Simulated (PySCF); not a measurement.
Compound: W(NMe)2(OH)2, C2H8N2O2W (singlet state).
SMILES: `C[N]=[W]([OH])([OH])=[N]C`

A linear-response calculation (PySCF, def2-SVPD basis, gas phase, vertical, core orbitals frozen in the response) gave these numbers; the functional is withheld.

Orbital energies (eV): HOMO-3 -8.09, HOMO-2 -7.77, HOMO-1 -7.19, HOMO -6.80, LUMO -0.53, LUMO+1 -0.30, LUMO+2 -0.06.

```json
{"state": "S1", "E (eV)": "4.63", "f": "0.0027", "main configurations (H = HOMO, L = LUMO)": "H→L (77%), H→L+2 (15%)"}
{"state": "S2", "E (eV)": "4.93", "f": "0.0063", "main configurations (H = HOMO, L = LUMO)": "H→L+1 (73%), H-1→L (14%)"}
{"state": "S3", "E (eV)": "5.14", "f": "0.0099", "main configurations (H = HOMO, L = LUMO)": "H-1→L+1 (57%), H-1→L (34%)"}
{"state": "S4", "E (eV)": "5.31", "f": "0.0004", "main configurations (H = HOMO, L = LUMO)": "H→L+2 (54%), H→L+1 (15%), H-1→L+1 (8%)"}
{"state": "S5", "E (eV)": "5.49", "f": "0.0008", "main configurations (H = HOMO, L = LUMO)": "H-2→L (61%), H→L+3 (16%)"}
{"state": "S6", "E (eV)": "5.68", "f": "0.0005", "main configurations (H = HOMO, L = LUMO)": "H→L+3 (47%), H-2→L+1 (20%), H-2→L (15%)"}
```

Triplets (Tamm–Dancoff): T1 4.21 eV, H→L (56%), H→L+1 (16%), H-1→L (14%); T2 4.36 eV, H→L+1 (37%), H→L+2 (30%), H→L (20%); T3 4.50 eV, H-1→L (51%), H-1→L+2 (16%), H→L+1 (14%); T4 4.70 eV, H-3→L (19%), H-2→L+1 (18%), H-2→L+2 (18%).

Vertical ionisation energy by ΔSCF with the same functional: 8.49 eV. Mean static polarisability: 96.4 au.

Orbitals of the list HOMO-3 to LUMO+2 that lie within 0.01 eV of each other are written together with a slash and their weights summed (≥ marks a lower bound); for degenerate orbitals outside that list single weights are arbitrary.

Question: Name the functional.
A. HF
B. PBE
C. PBE0
D. CAM-B3LYP

Answer: C. PBE0 is a global hybrid with 25% exact exchange. In this run −ε(HOMO) = 6.80 eV differs from the ΔSCF value by -1.69 eV, and S1 differs from the orbital gap of 6.27 eV by -1.64 eV. The ratio −ε(HOMO)/IP is 0.80. Usual ranges for neutral molecules in this basis: 0.7 to 0.83 with PBE0, 0.5 to 0.7 with PBE, 0.85 to 0.93 with CAM-B3LYP; with Hartree–Fock the ratio is 1 or more (Koopmans' value less the relaxation energy is the ΔSCF value).

Theory: TDDFT PBE0/def2-SVPD, vertical, gas phase, core orbitals frozen in the response, def2 core potentials past Kr in PySCF. Isolated species at its PBE0-D3(BJ)/def2-SVP geometry, gas phase. Spin–orbit coupling is left out.

The run took 6.1 min of wall time (grids of density and orbitals included) on an Arm Neoverse N1 with one thread, shared host with 64 logical CPUs at a one-minute load of 23, and the process peaked at 1.1 GiB of memory.
